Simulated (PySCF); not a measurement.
Species: CH₁₂Si₄.
Bonds: C1–Si2, Si2–Si3, Si3–Si4, Si4–Si5. Hydrogens: H6, H7, H8 on C1; H9, H10 on Si2; H11, H12 on Si3; H13, H14 on Si4; H15, H16, H17 on Si5.

The calculation used PySCF 2.14.0, PBE0-D3(BJ)/def2-SVP geometry optimisation, gas phase.

Problem. Give the optimised bond lengths and angles.

Solution. 
| bond | length (Å) |
| --- | --- |
| C1–Si2 | 1.885 |
| Si2–Si3 | 2.349 |
| Si3–Si4 | 2.346 |
| Si4–Si5 | 2.346 |
| C1–H6, C1–H7, C1–H8 | 1.101 |
| Si2–H9, Si2–H10 | 1.498 |
| Si3–H11, Si3–H12 | 1.499 |
| Si4–H13, Si4–H14 | 1.498 |
| Si5–H15, Si5–H16, Si5–H17 | 1.496 |

Bonds in one row agree within 0.01 Å and their mean is given. A selection of angles:
| angle | degrees |
| --- | --- |
| Si2–C1–H6 | 110.7 |
| H6–C1–H7 | 108.2 |
| C1–Si2–Si3 | 110.7 |
| C1–Si2–H9 | 110.3 |
| Si3–Si2–H9 | 109.2 |
| Si3–Si2–H10 | 108.4 |
| H9–Si2–H10 | 107.7 |
| Si2–Si3–Si4 | 110.4 |
| Si2–Si3–H11 | 109.3 |
| Si2–Si3–H12 | 111.0 |
| Si4–Si3–H11 | 108.5 |
| H11–Si3–H12 | 108.1 |
| Si3–Si4–Si5 | 110.3 |
| Si3–Si4–H13 | 109.1 |
| Si3–Si4–H14 | 110.9 |
| Si5–Si4–H13 | 108.8 |
| H13–Si4–H14 | 108.3 |
| Si4–Si5–H15 | 110.0 |
| Si4–Si5–H17 | 111.4 |
| H15–Si5–H16 | 108.3 |
| H15–Si5–H17 | 108.8 |

Torsions: C1–Si2–Si3–Si4 73° (synclinal); Si2–Si3–Si4–Si5 -58° (synclinal). The mirror-image conformer, all signs reversed, is as good.

Si4 (SiH2 silicon) is tetrahedral (angles from 108.3° to 110.9°). Si5 (SiH3 silicon) is tetrahedral (angles from 108.3° to 111.4°). Si2 (SiH2 silicon) is tetrahedral (angles from 107.7° to 110.7°). All 3 Si–Si bonds measure 2.346 to 2.349 Å. Si3 (SiH2 silicon) is tetrahedral (angles from 108.1° to 111.0°). Of the pairs four or more bonds apart, Si5···H8 is among the closest relative to their van der Waals radii: 3.28 Å, 99 % of the sum of Bondi's values.

Point group: C1 (no symmetry element, even within 0.4 Å). PBE0-D3(BJ)/def2-SVP frequencies: not computed here. The numbers are those of one conformer.
